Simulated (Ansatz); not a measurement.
C2H7BO2, SMILES `BOCCO`, relaxed with RKS PBE0-D4/def2-TZVP in the Gaussian-basis code of Ansatz from a PBE-D4/def2-SVP geometry. The force threshold is 0.005 eV/Å; the program also tests the step.

The species carries charge 0 and has multiplicity 1.

Start:

```xyz
12

B     1.960   -0.496    0.845
O     1.327   -0.022   -0.250
C    -0.024   -0.353   -0.560
C    -0.948    0.830   -0.253
O    -2.270    0.588   -0.686
H     1.391   -1.280    1.594
H     3.097   -0.106    1.026
H    -0.085   -0.589   -1.643
H    -0.345   -1.253    0.015
H    -0.582    1.723   -0.802
H    -0.882    1.073    0.837
H    -2.640   -0.116   -0.122
```

| step | energy (eV) | largest force (eV/Å) | largest move (Å) |
| --- | --- | --- | --- |
| 1 | -6953.6877 | 0.698 | 0.000 |
| 2 | -6953.7321 | 0.195 | 0.029 |
| 3 | -6953.7366 | 0.031 | 0.013 |
| 4 | -6953.7368 | 0.022 | 0.004 |
| 5 | -6953.7369 | 0.008 | 0.003 |
| 6 | -6953.7369 | 0.006 | 0.004 |
| 7 | -6953.7370 | 0.009 | 0.008 |
| 8 | -6953.7370 | 0.008 | 0.008 |
| 9 (rejected) | -6953.7357 | 0.189 | 0.013 |
| 10 | -6953.7370 | 0.004 | 0.007 |
| 11 (rejected) | -6953.7370 | 0.045 | 0.040 |
| 12 (rejected) | -6953.7370 | 0.044 | 0.019 |
| 13 | -6953.7371 | 0.003 | 0.009 |
| 14 | -6953.7371 | 0.010 | 0.022 |
| 15 | -6953.7371 | 0.010 | 0.005 |
| 16 | -6953.7371 | 0.005 | 0.004 |
| 17 | -6953.7371 | 0.002 | 0.001 |

End:

```xyz
12

B     1.952   -0.507    0.836
O     1.312    0.013   -0.220
C    -0.020   -0.340   -0.544
C    -0.941    0.833   -0.264
O    -2.259    0.563   -0.677
H     1.405   -1.325    1.530
H     3.066   -0.122    1.040
H    -0.058   -0.589   -1.607
H    -0.330   -1.219    0.034
H    -0.604    1.702   -0.832
H    -0.889    1.094    0.802
H    -2.636   -0.103   -0.097
```

Hardware: 4 threads of an Arm Neoverse V1 on a shared host. Wall time 48 s, peak host memory 0.44 GiB.
